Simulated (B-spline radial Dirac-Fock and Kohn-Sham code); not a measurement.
# The K (1s) hole of oxygen ions: width and yield against charge

Method: one-electron (LDA, Dirac) transition rates at Dirac-Fock energies. Computed with an atomic code on a B-spline grid. Tabulated ground configurations, configuration averages; single configurations, so decays that open only by mixing (as 1s 2s² with 1s 2p² in Be-like ions) are missing and such tiny yields are far too low.

```
ion  configuration  radiative (eV)  non-radiative (eV)     yield
  O   [He] 2s2 2p4         0.00108               0.142   0.00751
 O⁺   [He] 2s2 2p3        0.000935               0.120   0.00771
O²⁺   [He] 2s2 2p2        0.000716              0.0924   0.00769
O³⁺   [He] 2s2 2p1        0.000409              0.0650   0.00625
O⁴⁺       [He] 2s2        8.79e-13              0.0489  1.80e-11
```
